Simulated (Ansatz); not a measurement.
```yaml
crystal:
  periodic: [false, false, false]
  atoms:
    - {symbol: C, position_ang: [-0.874320, 1.028319, -0.368650]}
    - {symbol: Se, position_ang: [0.772801, 0.837703, 0.669857]}
    - {symbol: Si, position_ang: [1.261810, -1.282783, 0.065763]}
    - {symbol: H, position_ang: [-0.601100, 1.040636, -1.432413]}
    - {symbol: H, position_ang: [-0.651100, 0.990636, -1.432413]}
    - {symbol: H, position_ang: [-1.287707, 2.002463, -0.114013]}
    - {symbol: H, position_ang: [2.378775, -1.714412, 0.952345]}
    - {symbol: H, position_ang: [0.072108, -2.165786, 0.266973]}
basis:
  gaussian: {orbitals: def2-SVP}
magnetization: {spin_polarized: true, initial_magnetization: 1}
hamiltonian: {xc: {name: r2SCAN0}}
```

```sh
$ ansatz run in.yaml --threads 4 --pin off --events-out ev --progress --plain --max-ram 10444MiB
```

Shortened log:

```
Functional definition: r2SCAN0
878 factors; integrals over basis functions are off by at most 1.1e-3 eV
mean field evaluation 1: about -74158.7132 eV, gradient 2.4e1 eV
mean field evaluation 2: about -74146.6986 eV, gradient 4.3e1 eV
mean field evaluation 4: about -74162.3666 eV, gradient 3.8e0 eV
mean field evaluation 8: about -74162.5989 eV, gradient 1.7e-1 eV
mean field evaluation 16: about -74162.5993 eV, gradient 2.0e-3 eV
mean field -74162.59932742 eV, -2725.4252560675 hartree, gradient 2.6e-5 eV, S^2 0.754705; 0 other end points of the search recorded, 0 dependent functions left out
reference -74162.59933539 eV, -2725.4252563604 hartree; 30, 29 occupied and 59, 60 virtual orbitals, 878 factors
Total energy: -74162.59933539 eV, -2725.4252563604 hartree
```

**Question.** What is wrong with this run?

**Answer.** One atom was put on top of another. The calculation finished and met its thresholds. The result belongs to that input, not to the molecule as meant.
